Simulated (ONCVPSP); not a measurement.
## fluorine: variants of one ONCV potential

Base potential:

ONCVPSP 4.0.1 input, shortened (lines: element, Z, core and valence counts, functional; n l f; lmax; l rc ep ncon nbas qcut; lloc lpopt rc5 dvloc0; l nproj debl; icmod fcfact rcfact), PBE, non-relativistic:

```
  F 9.00    1    2        4      upf
    1    0    2.00
    2    0    2.00
    2    1    3.00
    2
    0    0.80    0.00    5    8   10.10
    1    0.80    0.00    3    6    8.30
    2    0.70    0.23    4    7   14.30
    4    5    0.65    0.00
    0    1    2.50
    1    2    2.50
    2    2    3.50
    2    0.35    1.10
```

Cutoffs, loose and tight: the cutoffs (Ha) at which the residual kinetic energy of the hardest occupied pseudo-wave falls to 1 and 0.1 mHa per electron. They do not see the model core or the augmentation charge, which bear on the density cutoff. Test errors are all-electron minus pseudo excitation energies from the reference, over the configurations 2s2 2p5; 2s2 2p4; 2s2 2p2; 2s1 2p6. A dash means not determined; rows that change the core or the reference have their own tests.

| change | outcome | cutoff, loose | cutoff, tight | bound ghosts | GHOST(+) flags above zero | largest test error (meV) |
| --- | --- | --- | --- | --- | --- | --- |
| base | generated | – | – | none | none | +180 |
| p: qcut 6.4 | generated | – | – | none | none | +239 |
| p: qcut 7.8 | generated | – | – | none | none | +196 |
| p: qcut 10.8 | generated | 88 Ha | 212 Ha | none | none | +108 |
| p: qcut 12.3 | generated | 67 Ha | 212 Ha | none | none | +80 |

Question: What comes out with this change to the base: p: qcut 4.8?

Answer: outcome: generated; bound ghosts: none; GHOST(+) flags above zero: p; largest test error (meV): +263.

Question: What comes out with this change to the base: p: qcut 9.1?

Answer: outcome: generated; bound ghosts: none; GHOST(+) flags above zero: none; largest test error (meV): +153.

Question: What comes out with this change to the base: p: qcut 10?

Answer: outcome: generated; cutoff, loose: 148 Ha; cutoff, tight: 251 Ha; bound ghosts: none; GHOST(+) flags above zero: none; largest test error (meV): +127.

Reading the sweep of the qcut of the p channel (base included, trends over the rows without a ghost): The median size of the test errors (rows with all tests solved) falls from 104.1 meV at 4.8 to 41.4 meV at 12.3 1/bohr.
